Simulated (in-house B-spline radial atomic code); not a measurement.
A run on an ion of nuclear charge 40 with 40.8 electrons that did not converge. Method: scalar-relativistic (X2C) wB97X, spin-polarised, spherical fractional occupations, Fermi nucleus of rms radius 4.2694 fm; computed with an all-electron radial atomic-structure program (B-spline basis).

Command:
```bash
python run_scf.py task.json out
```
Settings (nuclear radius in fm, mass in u):
```
Z                40
configuration    [Kr] 4d2.8 5s2
hamiltonian      x2c
method           wb97x
spin_polarised   True
nucleus          fermi
rms_radius       4.2694
atomic_mass      89.9047
speed_of_light   137.035999084
```

First and last ten iterations of the last attempt (damped for 15 steps, keeping 80 % of the old Fock matrix, then DIIS):
```
 iter        energy (Eh)    residual
    1       -3596.438429    4.27e-01
    2       -3596.913917    1.50e-01
    3       -3597.575340    9.26e-02
    4       -3597.904198    5.68e-02
    5       -3598.068211    3.55e-02
    6       -3598.149783    2.60e-02
    7       -3598.189800    1.81e-02
    8       -3598.208937    1.29e-02
    9       -3598.217838    1.01e-02
   10       -3598.222480    7.87e-03
  111       -3598.225343    7.92e-04
  112       -3598.223869    1.84e-03
  113       -3598.225541    2.13e-04
  114       -3598.225494    5.08e-04
  115       -3598.225408    6.12e-04
  116       -3598.225523    3.69e-04
  117       -3598.225530    4.17e-04
  118       -3598.225564    3.39e-04
  119       -3598.225503    3.78e-04
  120       -3598.224978    9.22e-04
 not converged after 120 iterations
```

The smallest residual met was 1.1e-04; the threshold is about 4e-07. No energy from this run should be used. Run time, properties included: 16 s on 1 thread of Arm Neoverse V2 (shared host).
